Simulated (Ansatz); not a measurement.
input.yaml

```yaml
crystal:
  periodic: [false, false, false]
  atoms:
    - { symbol: Ge, position_ang: [0.231263, 0.145344, 0.057773] }
    - { symbol: H, position_ang: [0.556581, 0.340427, 1.536181] }
    - { symbol: Cl, position_ang: [2.030017, -0.22644, -1.026998] }
    - { symbol: Cl, position_ang: [-0.732561, 1.773854, -0.895259] }
    - { symbol: Cl, position_ang: [-0.959502, -1.645032, -0.286964] }
    - { symbol: F, position_ang: [-1.950837, 0.206377, 1.593519] }
    - { symbol: H, position_ang: [-2.06056, -0.594531, 1.085547] }
basis:
  gaussian: { orbitals: def2-SVP }
hamiltonian:
  xc: lda
neb:
  order_check: false
  images: 5
  f_tol: 0.05
  max_iterations: 60
  final_atoms:
    - { symbol: Ge, position_ang: [-0.58389083, -0.00871389, -0.71917866] }
    - { symbol: H, position_ang: [0.20112668, 0.01607853, 3.21908055] }
    - { symbol: Cl, position_ang: [1.45703162, -0.1540773, -0.21925645] }
    - { symbol: Cl, position_ang: [-0.97992044, 1.74739488, -1.81451164] }
    - { symbol: Cl, position_ang: [-1.24590585, -1.72946333, -1.7396047] }
    - { symbol: F, position_ang: [-1.4706172, 0.09076616, 0.74960058] }
    - { symbol: H, position_ang: [-0.26342298, 0.03801395, 2.58766932] }
  initial_path:
    images:
      - { positions_ang: [[0.231263, 0.145344, 0.057773], [0.556581, 0.340427, 1.536181], [2.030017, -0.22644, -1.026998], [-0.732561, 1.773854, -0.895259], [-0.959502, -1.645032, -0.286964], [-1.950837, 0.206377, 1.593519], [-2.06056, -0.594531, 1.085547]] }
      - { positions_ang: [[0.14815301, 0.08587728, 0.03117145], [0.40178365, 0.25234066, 1.64799375], [2.02923294, -0.2034124, -0.9765825], [-0.83484259, 1.77337549, -0.86633341], [-1.02929091, -1.71062758, -0.38880209], [-1.9193816, 0.16300218, 1.29737796], [-1.6812535, -0.36055662, 1.31897385]] }
      - { positions_ang: [[0.06504303, 0.02641055, 0.00456989], [0.24698629, 0.16425432, 1.75980649], [2.02844887, -0.18038479, -0.92616699], [-0.93712417, 1.77289697, -0.83740782], [-1.09907981, -1.77622317, -0.49064019], [-1.88792619, 0.11962736, 1.00123692], [-1.30194701, -0.12658225, 1.5524007]] }
      - { positions_ang: [[-0.01806696, -0.03305617, -0.02203166], [0.09218894, 0.07616798, 1.87161924], [2.02766481, -0.15735719, -0.87575149], [-1.03940576, 1.77241846, -0.80848223], [-1.16886872, -1.84181875, -0.59247828], [-1.85647079, 0.07625254, 0.70509587], [-0.92264051, 0.10739213, 1.78582755]] }
      - { positions_ang: [[-0.20667492, -0.02494208, -0.25441399], [0.12850152, 0.05613817, 2.32077301], [1.83745375, -0.15626389, -0.65691981], [-1.01957732, 1.76407727, -1.14382537], [-1.19454776, -1.80436695, -0.97485375], [-1.72785293, 0.08109041, 0.71993078], [-0.70290134, 0.08426607, 2.05310814]] }
      - { positions_ang: [[-0.39528287, -0.01682799, -0.48679633], [0.1648141, 0.03610835, 2.76992678], [1.64724268, -0.15517059, -0.43808813], [-0.99974888, 1.75573607, -1.4791685], [-1.22022681, -1.76691514, -1.35722923], [-1.59923506, 0.08592828, 0.73476568], [-0.48316216, 0.06114001, 2.32038873]] }
      - { positions_ang: [[-0.58389083, -0.00871389, -0.71917866], [0.20112668, 0.01607853, 3.21908055], [1.45703162, -0.1540773, -0.21925645], [-0.97992044, 1.74739488, -1.81451164], [-1.24590585, -1.72946333, -1.7396047], [-1.4706172, 0.09076616, 0.74960058], [-0.26342298, 0.03801395, 2.58766932]] }
```

Run as:

```bash
$ ansatz run input.yaml --threads 2 --pin off --max-ram 3072MiB --backend cpu --events-out ev --progress --plain --runs-dir out
```

Hardware: 2 threads of Arm Neoverse V1 (shared host).

**Question.** Roughly how long does this run take, and how much memory?

**Answer.** 64 s, with a peak of 0.16 GiB, for 9 band iterations.
